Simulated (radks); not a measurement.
Results of a calculation; reference values are marked as such.
Isoelectronic series with 15 electrons, each ion in its NIST ground configuration. Code: a radial shooting solver on a logarithmic mesh with Libxc functionals. Model: Dirac Kohn-Sham, LDA (Slater exchange, Perdew-Wang correlation), spin-unpolarised, spherical densities, finite nucleus; open shells fill j = l - 1/2 first; Fermi nuclear charge, rms radius of each element as measured or else 0.836 A^(1/3) + 0.57 fm. Total energies (hartree) and mean radii <r> (bohr):

ion    configuration  E (hartree)   3p3/2   3p1/2   3s1/2    2p3/2
Dy51+   [Ne] 3s2 3p3   -9532.1335  0.2122  0.2020  0.2143  0.08023
Ho52+   [Ne] 3s2 3p3   -9855.2676  0.2084  0.1980  0.2102  0.07889
Er53+   [Ne] 3s2 3p3  -10184.7762  0.2048  0.1942  0.2063  0.07760
Tm54+   [Ne] 3s2 3p3  -10520.7989  0.2012  0.1906  0.2025  0.07634
Yb55+   [Ne] 3s2 3p3  -10863.3280  0.1978  0.1870  0.1988  0.07512
Lu56+   [Ne] 3s2 3p3  -11212.5113  0.1945  0.1835  0.1952  0.07394
Hf57+   [Ne] 3s2 3p3  -11568.4772  0.1913  0.1802  0.1917  0.07279
Ta58+   [Ne] 3s2 3p3  -11931.2538  0.1882  0.1769  0.1884  0.07167
W59+    [Ne] 3s2 3p3  -12300.9427  0.1852  0.1737  0.1851  0.07059
Re60+   [Ne] 3s2 3p3  -12677.6594  0.1823  0.1706  0.1819  0.06954
Os61+   [Ne] 3s2 3p3  -13061.4612  0.1795  0.1676  0.1787  0.06851
Ir62+   [Ne] 3s2 3p3  -13452.5397  0.1767  0.1647  0.1757  0.06751
Pt63+   [Ne] 3s2 3p3  -13850.9218  0.1741  0.1618  0.1727  0.06654
Au64+   [Ne] 3s2 3p3  -14256.7719  0.1714  0.1591  0.1698  0.06560
Hg65+   [Ne] 3s2 3p3  -14670.1707  0.1689  0.1563  0.1670  0.06467
Tl66+   [Ne] 3s2 3p3  -15091.2885  0.1664  0.1537  0.1643  0.06378
Pb67+   [Ne] 3s2 3p3  -15520.2101  0.1640  0.1511  0.1616  0.06290
Bi68+   [Ne] 3s2 3p3  -15957.1006  0.1617  0.1486  0.1590  0.06205
